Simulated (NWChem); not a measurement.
Molecule: C$_{2}$H$_{5}$FSi$_{2}$; SMILES F[Si@H]1C=C[SiH2]1

```xyz
10

F      0.3504    -2.1463     0.4891
Si    -0.0008    -0.8510    -0.4400
C     -1.4884     0.1635     0.0758
C     -0.9765     1.4105     0.2390
Si     0.9035     1.2445     0.0521
H     -0.0450    -1.3726    -1.8382
H     -2.5570    -0.0685     0.1747
H     -1.6012     2.2892     0.4509
H      1.5508     2.1086    -0.9843
H      1.6498     1.4064     1.3374
```
Atoms are numbered in this order, from 1.

Computed with NWChem. Structure relaxed at the PBE0/def2-SVP level. Total energies of different functionals are on different scales.

```tsv
level	energy (Ha)	highest occupied level (eV)	orbital gap (eV)	dipole (D)	relative time
PBE/def2-TZVP	-757.6606	-6.68	4.56	1.78	2
B3LYP/def2-TZVP	-758.2068	-7.64	6.34	1.83	1
LDA (Slater exchange, VWN5)/def2-TZVP	-754.4846	-6.78	4.43	1.84	1
CAM-B3LYP/def2-TZVP	-758.1047	-9.13	9.21	1.86	10
PBE0/def2-TZVP	-757.7265	-7.83	6.72	1.88	1
```

The last column is a rough cost ratio, cheapest run = 1.
